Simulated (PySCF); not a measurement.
C₅H₆Ge.
Numbering: `[CH:1]#[C:2][C:3]#[C:4][GeH2:5][CH3:6]` (hydrogens: H7 on C1; H8, H9 on Ge5; H10, H11, H12 on C6)

Method: PBE0-D3(BJ)/def2-SVP geometry optimisation, gas phase (PySCF 2.14.0); density fitting, grid level 1; the optimiser is geomeTRIC in internal coordinates, started from a GFN2-xTB structure with every atom displaced at random (about 0.01 Å).

Step 1: E = -61773.0928 eV
```
atom  x, y, z in Å  |  force x, y, z in eV/Å
C1      3.9191    0.5185    1.4251    0.417  -0.010   0.132
C2      2.8733    0.1321    0.9424   -0.160   0.121  -0.025
C3      1.6672   -0.2224    0.4061   -0.928  -0.272  -0.446
C4      0.5724   -0.5130   -0.0836    0.800   0.192   0.385
Ge5    -1.1679   -0.8693   -0.7789    0.018   0.056   0.029
C6     -2.3320    0.6093   -0.2628   -0.017  -0.027  -0.002
H7      4.8631    0.8286    1.8416   -0.116  -0.021  -0.033
H8     -1.0364   -0.9994   -2.3084   -0.035   0.001   0.041
H9     -1.6430   -2.2040   -0.1747   -0.009   0.027  -0.032
H10    -2.3749    0.6891    0.8326    0.029  -0.026   0.005
H11    -3.3516    0.4427   -0.6391    0.002   0.008  -0.032
H12    -1.9501    1.5590   -0.6653   -0.001  -0.048  -0.023
```

Step 2: E = -61773.1026 eV
```
atom  x, y, z in Å  |  force x, y, z in eV/Å
C1      3.9406    0.5030    1.4240   -0.038  -0.131  -0.059
C2      2.8777    0.1505    0.9447    0.040   0.141   0.057
C3      1.6629   -0.1928    0.4115   -0.164  -0.066  -0.105
C4      0.5738   -0.4848   -0.0716    0.152   0.041   0.098
Ge5    -1.1630   -0.8584   -0.7694    0.052  -0.001   0.010
C6     -2.3484    0.6012   -0.2701   -0.036   0.005   0.025
H7      4.8909    0.7849    1.8384   -0.007   0.020   0.010
H8     -1.0334   -0.9916   -2.2960   -0.008  -0.005  -0.007
H9     -1.6303   -2.1947   -0.1676   -0.003  -0.008  -0.007
H10    -2.3950    0.6841    0.8250    0.003   0.003  -0.005
H11    -3.3627    0.4200   -0.6546    0.010   0.003  -0.009
H12    -1.9740    1.5498   -0.6794   -0.002  -0.002  -0.008
```

Q: Estimate the geometry and energy of step 3. (The exact step hangs on the optimiser's Hessian estimate; all steps are aligned on step 2, rigid shifts and turns removed.)

A: E = -61773.1053 eV, largest force 0.173 eV/Å
```
atom  x, y, z in Å  |  force x, y, z in eV/Å
C1      3.9594    0.4830    1.4202   -0.013  -0.075  -0.029
C2      2.8829    0.1683    0.9472   -0.022   0.061   0.015
C3      1.6616   -0.1617    0.4183    0.166   0.020   0.044
C4      0.5744   -0.4553   -0.0591   -0.152  -0.022  -0.038
Ge5    -1.1557   -0.8487   -0.7602    0.010  -0.007  -0.004
C6     -2.3673    0.5957   -0.2763    0.000  -0.006   0.010
H7      4.9171    0.7389    1.8332    0.011   0.024   0.012
H8     -1.0220   -0.9874   -2.2861    0.002   0.000  -0.008
H9     -1.6101   -2.1898   -0.1590    0.001  -0.006   0.002
H10    -2.4224    0.6854    0.8177   -0.005   0.007  -0.002
H11    -3.3748    0.3969   -0.6693    0.002  -0.004  -0.001
H12    -2.0037    1.5458   -0.6914    0.000   0.008   0.000
```

The energy changes by -0.0027 eV. The first-order estimate −F·Δx gives -0.0046 eV and the mean of the old and new forces, exact on a quadratic surface, -0.0028 eV. The step makes an angle of 83° with the force vector and moves no atom by more than 0.053 Å.

What follows is the cost of the whole optimisation. Time: 77 s wall; peak memory 0.54 GiB. Hardware: one thread of an Arm Neoverse N1, no GPU, on a shared host.
